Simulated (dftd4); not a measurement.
C2H3O (SMILES [CH2-]C=O), charge -1, singlet, geometry from GFN2-xTB; D4 for b97d (dftd4).

The dftd4 input:
```
$ dftd4 mol.xyz --func b97d --charge -1 --json dftd4.json --noedisp --property

# file mol.xyz
6

O      1.14119970     0.27275617    -0.37828883
C      0.01399973     0.30902939     0.19007090
H     -0.19132679     1.20747699     0.86167798
C     -1.01879722    -0.56413534     0.13347947
H     -1.93523585    -0.39299447     0.68579554
H     -0.97425000    -1.46589618    -0.46246509
```

It wrote (shortened):

```
                    ____  _____ _____     ____  _  _
      -------------|  _ \|  ___|_   _|---|  _ \| || |------------
     |             | | | | |_    | | ___ | | | | || |_           |
     |             | |_| |  _|   | ||___|| |_| |__   _|          |
     |             |____/|_|     |_|     |____/   |_|            |
     |             ===================================           |
     |            E. Caldeweyher, S. Ehlert & S. Grimme          |
     |          Mulliken Center for Theoretical Chemistry        |
     |                    University of Bonn                     |
      -----------------------------------------------------------

Rational (Becke-Johnson) damping: b97d-D4-ATM
---------------------
  s6         1.0000
  s8         1.6946
  s9         1.0000
  a1         0.2890
  a2         4.1341
 alp        16.0000
--------------------

Atomic data, radii in Ångström:
------------------------------------------------------
   Z          R(cov)      r4/r2   hardness         EN
------------------------------------------------------
   8 O        0.8400     1.3725     0.5869     3.4400
   6 C        1.0000     1.6431     0.4220     2.5500
   1 H        0.4267     1.0622     0.4726     2.2000
------------------------------------------------------

Atomic reference systems (in atomic units):
----------------------------------------------------------------------------
   Z        #      CN     q+Z       C6(AA)   #      CN     q+Z       C6(AA)
----------------------------------------------------------------------------
   8 O      1  0.0000  8.0000      15.5711   2  0.8042  7.6453      20.8489
            3  1.6112  7.4012      24.8631   4  0.9798  8.0000      14.9880
   6 C      1  0.0000  6.0000      49.3833   2  0.9189  5.8288      52.1688
            3  1.9079  5.8579      35.6972   4  2.8312  5.7775      35.8445
            5  3.7487  5.7435      28.6317   6  2.9183  5.8956      32.2504
            7  0.8556  6.2103      25.6194
   1 H      1  0.0000  1.0000       7.6362   2  0.8942  1.0000       3.0374
----------------------------------------------------------------------------

Atomic properties (in atomic units):
----------------------------------------------------------------------------
     #    Z              CN          q      C6(AA)        C8(AA)   alpha(0)
----------------------------------------------------------------------------
     1    8 O        0.8562    -0.6317     26.8241      541.3243     6.9495
     2    6 C        2.7506    -0.0488     30.8157      891.2422     9.0607
     3    1 H        0.9148     0.0138      2.8320       34.2337     2.6322
     4    6 C        2.8322    -0.3572     40.3369     1166.6135    10.3744
     5    1 H        0.9253    -0.0018      3.0895       37.3467     2.7487
     6    1 H        0.9254     0.0257      2.6486       32.0174     2.5450
----------------------------------------------------------------------------

Molecular properties (in atomic units):
----------------------------------------
 molecular C6                 487.6162
 molecular C8               10940.2505
----------------------------------------

Dispersion energy:      -1.3646340044341E-02 Eh

[Info] JSON dump of results written to 'dftd4.json'
```
